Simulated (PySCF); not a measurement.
**Circular dichroism: `Cl[C@H](C=C)[C@@H]1COC1=O`, C$_{6}$H$_{7}$ClO$_{2}$**

Geometry:
```tsv
atom	x (Å)	y (Å)	z (Å)
C1	2.608	0.218	0.466
C2	1.639	-0.464	-0.115
C3	0.412	0.170	-0.677
Cl4	0.401	-0.066	-2.474
C5	-0.855	-0.449	-0.117
C6	-2.187	0.260	-0.412
O7	-2.357	0.543	0.990
C8	-1.189	-0.051	1.322
O9	-0.669	-0.169	2.381
H10	2.563	1.288	0.579
H11	3.481	-0.270	0.862
H12	1.697	-1.538	-0.224
H13	0.422	1.251	-0.521
H14	-0.864	-1.526	-0.287
H15	-2.114	1.179	-0.994
H16	-2.995	-0.366	-0.790
```

The calculation used TDDFT B3LYP/def2-SVPD circular dichroism and optical rotation, one conformer, gas phase in PySCF. Geometry: GFN2-xTB.

The molecule is flexible and this is one conformer; a measurement averages over conformers.

Task: Assign R or S to each stereocentre.

Result: C3 R, C5 R.

Task: List the lowest 8 singlet excitations with oscillator and rotatory strengths.

Result: Rotatory strengths R in 10⁻⁴⁰ esu² cm², velocity form and length form (origin at the centre of mass); f in length form.
```tsv
state	E (eV)	λ (nm)	f	R (velocity)	R (length)	main
1	5.70	217	0.006	-25.4	-25.4	HOMO−1→LUMO+1 0.40, HOMO→LUMO+1 0.22
2	6.17	201	0.018	-1.2	-1.2	HOMO−1→LUMO 0.69, HOMO→LUMO+1 0.20
3	6.23	199	0.059	+62.9	+63.1	HOMO→LUMO 0.59, HOMO−1→LUMO+1 0.28
4	6.56	189	0.005	+4.9	+4.6	HOMO−2→LUMO 0.66, HOMO→LUMO+1 0.13
5	6.68	186	0.037	-1.0	-0.9	HOMO−3→LUMO 0.45, HOMO−2→LUMO 0.21
6	6.97	178	0.201	-30.4	-30.1	HOMO−3→LUMO 0.32, HOMO→LUMO+1 0.20
7	7.13	174	0.008	0.0	-0.2	HOMO−4→LUMO 0.90
8	7.29	170	0.005	+0.5	+0.6	HOMO−2→LUMO+1 0.68, HOMO−3→LUMO+1 0.17
```

Among the states computed, the strongest CD band (largest |R|) is state 3. The largest dissymmetry factor in size, g = 4R/(D+G), with D and G the electric and magnetic dipole strengths, is -0.032 for state 1 (velocity form, f = 0.007), among bands with |R| over 0.5. The mirror image has the same energies and oscillator strengths and all R with the opposite sign.
